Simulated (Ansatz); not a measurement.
`C[NH][GaH2]` + CH₃OH → `C[O][GaH2]` + CH₃NH₂ at 700 K and 1 bar (ligand exchange at a Ga–N bond).

Computed with Ansatz on PBE0-D4/def2-TZVP structures; ΔE is electronic, products minus reactants. CCSD(T)/CBS is the MP2 limit (def2-TZVPP, def2-QZVPP) plus CCSD(T) − MP2 in def2-TZVPP, frozen cores. This one scheme is used for every species. For Ga outer-core shells are correlated without core-valence functions, which leaves a few kJ/mol of doubt a bond. Scalar relativity is left out up to krypton.

```json
{"species": "`C[NH][GaH2]`", "CCSD(T)/CBS energy (Eh)": "-2020.30020", "H − E (kJ/mol)": "238.5", "S (J/(mol·K))": "394.5"}
{"species": "CH₃OH", "CCSD(T)/CBS energy (Eh)": "-115.61712", "H − E (kJ/mol)": "170.8", "S (J/(mol·K))": "288.5"}
{"species": "`C[O][GaH2]`", "CCSD(T)/CBS energy (Eh)": "-2040.16771", "H − E (kJ/mol)": "201.4", "S (J/(mol·K))": "387.4"}
{"species": "CH₃NH₂", "CCSD(T)/CBS energy (Eh)": "-95.75281", "H − E (kJ/mol)": "207.6", "S (J/(mol·K))": "296.6"}
```

H − E and S are ideal-gas, rigid-rotor, harmonic terms from PBE0-D4/def2-TZVP. 1 Eh = 2625.50 kJ/mol, R = 8.31446 J/(mol·K).

Task: By hand: ΔE, ΔH, ΔS and ΔG.

Result: ΔE = (-2040.16771) + (-95.75281) − (-2020.30020) − (-115.61712) = -0.00320 Eh = -8.4 kJ/mol. Δ(H − E) = 201.4 + 207.6 − 238.5 − 170.8 = -0.3, so ΔH = -8.7 kJ/mol. ΔS = 387.4 + 296.6 − 394.5 − 288.5 = 1.0 J/(mol·K). ΔG = -8.7 − 700 × (1.0)/1000 = -9.4 kJ/mol.

Task: By hand: the equilibrium constant, and the temperature at which ΔG would vanish if ΔH and ΔS stayed fixed.

Result: log₁₀ K = −ΔG/(RT ln 10) = 0.7. ΔH and −TΔS have one sign here, so there is no such temperature.

The number of gas molecules stays the same, so ΔS is small and ΔH decides. A doubt of 5 kJ/mol in ΔE shifts log₁₀ K by 0.4 here. These are equilibria of isolated gas molecules and say nothing of rates. Largest T1 diagnostic: 0.015 (customary marks: 0.02 for closed shells, 0.045 for open ones).

ΔS is within the doubt of such terms, so its sign, and with it that verdict, could turn.
